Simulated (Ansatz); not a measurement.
The cluster CuBr₂⁻, relaxed as a singlet with RKS PBE-D4/def2-TZVPD in Ansatz, starting from the GFN1-xTB geometry. Force threshold 0.02 eV/Å.

The relaxation made no stability test and no search for a lower SCF solution. The structure comes from a short search, and lower isomers may exist.

Start:

```xyz
3

Cu   -0.002    0.001    0.000
Br    1.200    1.614    1.041
Br   -1.198   -1.615   -1.041
```

```json
{"step": "1", "energy (eV)": "-184712.3273", "largest force component (eV/Å)": "0.052", "SCF passes": "20"}
{"step": "2", "energy (eV)": "-184712.3278", "largest force component (eV/Å)": "0.019", "SCF passes": "23"}
```

Force components are those of the run's own axes.

End:

```csv
atom,x (Å),y (Å),z (Å)
Cu1,-0.0011,0.0005,0.0003
Br2,1.2018,1.6174,1.0432
Br3,-1.2008,-1.6179,-1.0435
```

By distances, no bond broke or formed. The bond that changes most is Cu1–Br3, from 2.26 to 2.27 Å (atoms count from 1).

No frequencies were taken in this run, so the end may be a saddle point.

It took 2.6 s on 4 threads of Arm Neoverse V1 on a shared host.
